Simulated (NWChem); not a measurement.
Species: C2H2ClF; SMILES C=C(F)Cl

```xyz
6

C     -1.1853     1.1513     0.0000
C     -0.0593     0.4490     0.0000
F      1.1354     1.0073     0.0000
Cl     0.0303    -1.2661     0.0000
H     -2.1513     0.6508     0.0000
H     -1.1322     2.2406     0.0000
```
Atoms are numbered in this order, from 1.

Level: PBE0/def2-SVP (NWChem), optimised geometry, unscaled harmonic frequencies. 

```json
[
 {"frequency (cm⁻¹)": "378", "IR intensity (km/mol)": "0.2"},
 {"frequency (cm⁻¹)": "443", "IR intensity (km/mol)": "1.0"},
 {"frequency (cm⁻¹)": "552", "IR intensity (km/mol)": "0.5"},
 {"frequency (cm⁻¹)": "715", "IR intensity (km/mol)": "45.0"},
 {"frequency (cm⁻¹)": "723", "IR intensity (km/mol)": "0.1"},
 {"frequency (cm⁻¹)": "850", "IR intensity (km/mol)": "63.1"},
 {"frequency (cm⁻¹)": "963", "IR intensity (km/mol)": "28.4"},
 {"frequency (cm⁻¹)": "1241", "IR intensity (km/mol)": "207.8"},
 {"frequency (cm⁻¹)": "1379", "IR intensity (km/mol)": "9.2"},
 {"frequency (cm⁻¹)": "1758", "IR intensity (km/mol)": "180.3"},
 {"frequency (cm⁻¹)": "3210", "IR intensity (km/mol)": "7.1"},
 {"frequency (cm⁻¹)": "3329", "IR intensity (km/mol)": "2.0"}
]
```

```
Property                                                                           Result
-----------------------------------------------------------------------  ----------------
zero-point energy                                                           22.2 kcal/mol
thermal correction to the enthalpy at 298.15 K (with zero-point energy)     25.3 kcal/mol
heat capacity Cv                                                         12.9 cal/(mol K)
entropy at 298.15 K and 1 atm (symmetry number 1)                        67.3 cal/(mol K)
dipole moment                                                                      1.15 D
```

Rigid rotor and harmonic oscillator.
